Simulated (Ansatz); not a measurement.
Molecule: PN, charge -1, multiplicity 2. 
Structure (B3LYP-D3(BJ)/def2-TZVP (Ansatz, an electronic-structure program) minimum search):
```
N
P 1 1.5504
```
Charge -1, spin multiplicity 2.

Q: Give the harmonic wavenumbers at B3LYP-D3(BJ)/def2-TZVP (Ansatz, finite differences of forces, unscaled).

A: 1160 cm⁻¹. Zero-point energy 1.7 kcal/mol.

Q: From these and the geometry, give the ideal-gas thermochemistry at 298.15 K and 1 atm (rigid rotor, harmonic oscillator).

A: Point group C∞v, rotational symmetry number 1. Rotational constants 21.8, 21.8 GHz. S(trans) 37.34, S(rot) 13.22, S(vib) 0.05, S(elec, spin only) 1.38, S 52.0 cal/(mol K). H(298) - H(0) 2.09 kcal/mol; G - E(el) -11.8 kcal/mol.
